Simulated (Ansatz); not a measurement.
```xyz
5

C     0.0000    0.0000    0.0000
H     0.5833    0.5833    0.5833
H     0.5833   -0.5833   -0.5833
H    -0.5833    0.5833   -0.5833
H    -0.5833   -0.5833    0.5833
```

Basis set: 6-31G* (spherical functions). Correlated methods keep 1 orbital frozen. Charge 0, multiplicity 1.

Computed with Ansatz (development build ahead of 0.2.0); each method stands on the lowest determinant of its kind that the runs found. Restricted open shells among the atoms or ions are ROHF, correlated in semicanonical orbitals with singles.

The atomization energy at this shape (free ground-state atoms in the same class of orbitals less the molecule, no zero-point energy) of singlet CH4:

| method | atomization energy |
| --- | --- |
| RHF-MP2 | 15.99 eV |

(1) What does RHF give?

Answers

(1) 13.82 eV. Caution: the shape is not the minimum.
